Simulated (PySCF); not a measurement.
Sn(OH)3(SH) (H4O3SSn), SMILES [OH][Sn]([OH])([OH])[SH].

The structure is a stationary point at PBE-D3(BJ)/def2-SVP. The def2 effective core potentials stand for the cores of Sn; spin–orbit coupling is left out. The values are those of a single conformer.

Computed with PySCF with PBE-D3(BJ)/def2-SVP.

Frequencies are harmonic and unscaled.

```json
[
 {"mode": "1", "ν (cm⁻¹)": "85", "IR (km/mol)": "31.7", "moving atoms (share of kinetic energy)": "O 63 %, H 21 %, S 16 %"},
 {"mode": "2", "ν (cm⁻¹)": "107", "IR (km/mol)": "2.1", "moving atoms (share of kinetic energy)": "O 54 %, S 25 %, H 12 %, Sn 9 %"},
 {"mode": "3", "ν (cm⁻¹)": "124", "IR (km/mol)": "5.1", "moving atoms (share of kinetic energy)": "O 35 %, H 34 %, Sn 18 %, S 13 %"},
 {"mode": "4", "ν (cm⁻¹)": "140", "IR (km/mol)": "13.5", "moving atoms (share of kinetic energy)": "O 48 %, H 44 %"},
 {"mode": "5", "ν (cm⁻¹)": "156", "IR (km/mol)": "21.4", "moving atoms (share of kinetic energy)": "H 61 %, O 32 %"},
 {"mode": "6", "ν (cm⁻¹)": "165", "IR (km/mol)": "8.9", "moving atoms (share of kinetic energy)": "O 47 %, H 32 %, Sn 15 %"},
 {"mode": "7", "ν (cm⁻¹)": "182", "IR (km/mol)": "79.1", "moving atoms (share of kinetic energy)": "H 45 %, O 44 %"},
 {"mode": "8", "ν (cm⁻¹)": "227", "IR (km/mol)": "14.8", "moving atoms (share of kinetic energy)": "H 91 %"},
 {"mode": "9", "ν (cm⁻¹)": "248", "IR (km/mol)": "145.5", "moving atoms (share of kinetic energy)": "H 74 %, O 24 %"},
 {"mode": "10", "ν (cm⁻¹)": "345", "IR (km/mol)": "32.7", "moving atoms (share of kinetic energy)": "S 74 %, Sn 19 %"},
 {"mode": "11", "ν (cm⁻¹)": "579", "IR (km/mol)": "42.1", "moving atoms (share of kinetic energy)": "O 92 %"},
 {"mode": "12", "ν (cm⁻¹)": "601", "IR (km/mol)": "70.7", "moving atoms (share of kinetic energy)": "O 84 %, Sn 15 %"},
 {"mode": "13", "ν (cm⁻¹)": "607", "IR (km/mol)": "76.1", "moving atoms (share of kinetic energy)": "O 82 %, Sn 15 %"},
 {"mode": "14", "ν (cm⁻¹)": "681", "IR (km/mol)": "7.5", "moving atoms (share of kinetic energy)": "H 93 %"},
 {"mode": "15", "ν (cm⁻¹)": "841", "IR (km/mol)": "43.8", "moving atoms (share of kinetic energy)": "H 94 %"},
 {"mode": "16", "ν (cm⁻¹)": "866", "IR (km/mol)": "111.5", "moving atoms (share of kinetic energy)": "H 92 %"},
 {"mode": "17", "ν (cm⁻¹)": "873", "IR (km/mol)": "77.7", "moving atoms (share of kinetic energy)": "H 91 %"},
 {"mode": "18", "ν (cm⁻¹)": "2607", "IR (km/mol)": "2.5", "moving atoms (share of kinetic energy)": "H 97 %"},
 {"mode": "19", "ν (cm⁻¹)": "3691", "IR (km/mol)": "65.3", "moving atoms (share of kinetic energy)": "H 94 %"},
 {"mode": "20", "ν (cm⁻¹)": "3694", "IR (km/mol)": "71.0", "moving atoms (share of kinetic energy)": "H 94 %"},
 {"mode": "21", "ν (cm⁻¹)": "3700", "IR (km/mol)": "46.9", "moving atoms (share of kinetic energy)": "H 94 %"}
]
```
